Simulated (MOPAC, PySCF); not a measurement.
H3FGe, SMILES `[F][GeH3]`, neutral singlet in the gas phase. 

Cartesian coordinates (Å):
SMILES: [F][GeH3]
```xyz
5

F      1.6381    -0.1482    -0.1273
Ge    -0.0921     0.0083     0.0072
H     -0.4522    -0.4431     1.4243
H     -0.4065     1.4861    -0.2359
H     -0.6874    -0.9031    -1.0683
```
Charge 0, spin multiplicity 1.

All levels are single points at this geometry (r2SCAN-D4/def2-TZVP); Pople sets use spherical d functions. Orbital energies aren't observables, and empty levels follow the basis.

B3LYP/6-311+G** (LANL2DZ on Ge) in PySCF gives dipole (D) = 2.77.

Question: Estimate the dipole (D) from each of these levels: PBE-D3(BJ)/def2-TZVP in PySCF; r2SCAN-D4/def2-TZVP in PySCF; B3LYP/3-21G in PySCF; BP86/6-31G* in PySCF; PBE/6-31G* in PySCF; HF/3-21G in PySCF; HF/6-31G* in PySCF; HF/STO-3G in PySCF; AM1 in MOPAC; PM3 in MOPAC; PM6 in MOPAC; PM7 in MOPAC.

Answer: 
| level | dipole (D) |
|---|---|
| PBE-D3(BJ)/def2-TZVP in PySCF | 1.98 |
| r2SCAN-D4/def2-TZVP in PySCF | 2.06 |
| B3LYP/3-21G in PySCF | 2.01 |
| BP86/6-31G* in PySCF | 1.94 |
| PBE/6-31G* in PySCF | 1.93 |
| HF/3-21G in PySCF | 2.53 |
| HF/6-31G* in PySCF | 2.47 |
| HF/STO-3G in PySCF | 1.40 |
| AM1 in MOPAC | 2.12 |
| PM3 in MOPAC | 2.06 |
| PM6 in MOPAC | 3.17 |
| PM7 in MOPAC | 4.10 |
